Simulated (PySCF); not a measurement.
CH3N2S, SMILES [NH]C(=S)N (connectivity only; charge and spin as stated), charge -1, multiplicity 1. Geometry optimised at B3LYP-D3(BJ)/def2-SVPD. The multiplicity is an assumed one; other spin states were not compared. The isomer is the one that the SMILES or the coordinates give; other isomers of the formula were not compared. The values are those of a single conformer.

These are B3LYP-D3(BJ)/def2-SVPD run with PySCF 2.14.0 values and carry that method's errors.

Harmonic wavenumbers (cm⁻¹): 376, 423, 478, 518, 675, 696, 800, 1056, 1140, 1328, 1556, 1597, 3531, 3534, 3672. Rotational constants (GHz): 10.98, 5.034, 3.462; symmetry number 1.

Q: Work out the zero-point energy and the ideal-gas rigid-rotor harmonic-oscillator thermochemistry at 298.15 K and 1 atm.

A: ZPE = ½ Σ hcν = ½ × 21382 cm⁻¹ = 127.89 kJ/mol. H − E(el) = 141.63 kJ/mol. Entropy in J/(mol K): translation 162.61, rotation 104.32, vibration 17.95, total 284.88. G − E(el) = 56.69 kJ/mol. Cp = 69.37 J/(mol K).
